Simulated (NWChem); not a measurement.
A series in which one site is exchanged, each optimised at PBE0/def2-SVP with NWChem, gas phase unless a solvent is named. Low-valent species are run as closed-shell singlets; no triplet was tried in these runs. For some, no frequency run checked for a minimum. def2 effective core potentials on Sn, I; no spin-orbit coupling.

A: [Cl][Sn][I] (SnICl; site = I)
B: [Cl][Sn][Cl] (SnCl$_{2}$; site = Cl)
C: [Cl][SnH] (SnHCl; site = H)
D: [Cl][Sn][Br] (SnBrCl; site = Br)

| quantity | A | B | C | D |
|---|---|---|---|---|
| dipole (D), PBE0/def2-SVP | 3.05 | 3.27 | ? | 3.19 |
| orbital gap (eV), PBE0/def2-SVP | 4.19 | 4.82 | ? | 4.61 |
| vertical ionisation energy, ΔSCF, PBE/def2-SVP (eV) | 9.19 | 9.81 | ? | 9.59 |
| static polarisability, PBE0/def2-SVPD (bohr³) | 96.2 | 70.0 | ? | 79.6 |

Problem. What belongs in the gaps?

Solution. 
- dipole (D), PBE0/def2-SVP, C: 2.70
- orbital gap (eV), PBE0/def2-SVP, C: 3.91
- vertical ionisation energy, ΔSCF, PBE/def2-SVP (eV), C: 8.98
- static polarisability, PBE0/def2-SVPD (bohr³), C: 58.8
